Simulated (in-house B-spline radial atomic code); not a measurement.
**CAM-B3LYP excitations of C2+**

Method: CAM-B3LYP. Computed with a B-spline radial code for spherical atoms: linear response of the closed shell [He] 2s2 with the functional's adiabatic kernel; non-relativistic, point nucleus, no spin-orbit coupling, no double excitations, S, P, D and F terms only.

Command:
```bash
python run_td.py task.json out
```
Settings (radii: box in bohr, nucleus in fm):
```
Z                        6
electrons                4
configuration            [He] 2s2
hamiltonian              nr
method                   camb3lyp
box_radius               29.48
intervals                49
```

Cost of the run: 0.3 s on 1 thread of Arm Neoverse N1, on a shared host.

The lowest states, in the order of their Tamm-Dancoff energies; the method's threshold (minus the highest occupied level) is 43.60 eV. Labels give the largest channel, * marks a mixed state, and oscillator strengths are full-response dipole values. Semilocal kernels can invert the small singlet-triplet splittings of Rydberg terms. Energies in eV:

```
     state  full response  Tamm-Dancoff  oscillator strength
2s → 2p 3P          4.649         5.518                    -
2s → 2p 1P         11.702        12.382                0.729
2s → 3s 3S         27.800        27.809                    -
2s → 3s 1S         28.906        28.937                    -
2s → 3p 3P         29.981        29.994                    -
2s → 3p 1P          30.30         30.31                0.217
2s → 3d 3D          31.40         31.42                    -
2s → 3d 1D          31.90         31.90                    -
2s → 4s 3S          35.69         35.69                    -
2s → 4s 1S          36.04         36.05                    -
2s → 4p 3P          36.50         36.50                    -
2s → 4p 1P          36.61         36.62               0.0737
2s → 4d 3D              ?             ?                    -
2s → 4d 1D          37.24         37.24                    -
2s → 4f 1F              ?             ?                    -
2s → 4f 3F          37.40         37.40                    -
```

Task: Where does 2s → 4f 1F lie?

Result: At 37.36 eV in full response, 37.36 eV in Tamm-Dancoff.

Task: Where does 2s → 4d 3D lie?

Result: At 37.03 eV in full response, 37.03 eV in Tamm-Dancoff.

Task: How large is the singlet-triplet splitting of 2s → 2p (P terms) in Tamm-Dancoff?

Result: 6.86 eV, from the unrounded values.

Task: What polarisabilities and dispersion coefficient does the method give?

Result: Dipole 4.322 bohr³, quadrupole 5.386 bohr⁵, C6 6.664 hartree·bohr⁶ for two such species.
